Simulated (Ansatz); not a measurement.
Ansatz results at the PBE0-D4/def2-TZVP geometry: HOMO–LUMO gap (PBE/def2-TZVPP) 2.81 eV; size of the dipole moment (PBE/def2-TZVPP) 1.38 D; size of the dipole moment (B3LYP/def2-TZVPP) 1.65 D.

Each molecule was computed in one conformer, which needn't be the lowest.

(1) Which molecule gave them?
A. `[CH3][SnH2][CH]=O`
B. `N=C(O)O`
C. `C=C1C=C1C`
D. `O[Si@@H]1[SiH2][Si@H]1[SiH3]`

Answers

(1) A. The others give `O[Si@@H]1[SiH2][Si@H]1[SiH3]`: 3.26, 1.13, 1.14; `C=C1C=C1C`: 3.52, 2.56, 2.61; `N=C(O)O`: 5.93, 1.59, 1.67.

B3LYP here is the variant with VWN-RPA as its local correlation; programs differ in this.
